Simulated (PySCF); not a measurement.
Identify the compound

Molecular formula: C$_{8}$H$_{14}$O. Simulated spectra:

¹H NMR (400 MHz, computed): δ 2.12 (s, 3H), 2.10 (m, 2H), 2.05 (m, 1H), 1.50 (m, 1H), 1.30 (m, 2H), 1.23 (m, 2H), 1.22 (m, 2H), 1.06 (m, 1H).

¹³C{¹H} NMR (computed): δ 213.9, 50.0, 29.3, 28.9, 28.5, 24.6.

Isolated molecule, one computed conformer, fast rotation and ring inversion assumed for equivalent nuclei, non-relativistic Hamiltonian. PBE0-D3(BJ)/def2-SVP structure; shieldings: GIAO PBE0/pcSseg-1; PySCF.

Chemical shifts δ = σref − σ; ¹H (σref 31.27) and ¹³C (σref 184.41) vs TMS, all at this level.

Task: Propose a structure and justify it.

Result: 
1. The formula gives 2 degrees of unsaturation (1 ring in the answer).
2. 6 carbon signals for 8 carbons: some carbons are equivalent by symmetry or fast rotation.
3. Carbon types of the structure: 1 × C, 1 × CH, 5 × CH2, 1 × CH3, which accounts for all hydrogens.
4. δC 213.9: ketone carbonyl carbon; the double bond to the heteroatom, with no lone-pair donor beside it, deshields it most.
5. δC 50.0: sp3 CH α to a carbonyl; α to the electron-withdrawing carbonyl group.
6. δC 29.3: methyl carbon α to a carbonyl; the adjacent C=O deshields it moderately.
7. δC 28.9, 28.5, 24.6: sp3 CH2 in a ring; a saturated carbon with 2 carbon neighbours and no heteroatom attached.
8. δH 2.12: hydrogen on a methyl carbon α to a carbonyl; α to C=O.
9. δH 2.10, 1.50, 1.30, 1.23, 1.22, 1.06: hydrogen on an sp3 CH2 in a ring.
10. δH 2.05: hydrogen on an sp3 CH α to a carbonyl; α to C=O.

These data were computed for SMILES CC(=O)C1CCCCC1.

The data come from this structure; uniqueness wasn't tested.

Shifts are as computed. Against solution values, carbons near 30 ppm lie about +2 ppm off and those near 130 ppm about +5 ppm. Of 1211 compounds with measured shifts, 218 miss one by over three times the rms of a fit or turn the order of signals round; such compounds aren't used in these exercises. No couplings were computed; multiplicities are counted from neighbouring protons, with m where these are inequivalent, close in shift, in a saturated or five-membered ring or joined by F or P, and br s for small geminal =CH2 splittings.
